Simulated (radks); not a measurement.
Results of a calculation; reference values are marked as such.
Task: The mean radii <r> (bohr) of the occupied orbitals of an atom or ion are listed with their occupations. Code: a radial shooting solver on a logarithmic mesh with Libxc functionals. Model: Dirac Kohn-Sham, LDA (Slater exchange, Perdew-Wang correlation), spin-unpolarised, spherical densities, finite nucleus; Fermi nuclear charge, rms radius of each element as measured or else 0.836 A^(1/3) + 0.57 fm.

orbital  occ.      <r>
1s1/2       2  0.04556
2s1/2       2   0.2028
2p1/2       2   0.1748
2p3/2       4   0.1785
3s1/2       2   0.5993
3p1/2       2   0.6107
3p3/2       4   0.6214
3d3/2       4   0.6751
3d5/2       6   0.6799
4s1/2       2    1.872
4p1/2       2    2.291
6p1/2       1    16.49

Name the element and its charge. Open shells, if any, fill j = l - 1/2 first.

Result: Z = 33, arsenic, charge 0: As in [Ar] 3d10 4s2 4p2 6p1. The 1s radius gives Z: for a bare nucleus <r> = (2 gamma + 1)/(2Z) with gamma = sqrt(1 - (Z/c)^2), 0.04456 bohr for Z = 33, and screening makes it slightly larger (0.04556 here). The occupations add up to 33, and the charge is Z minus that.
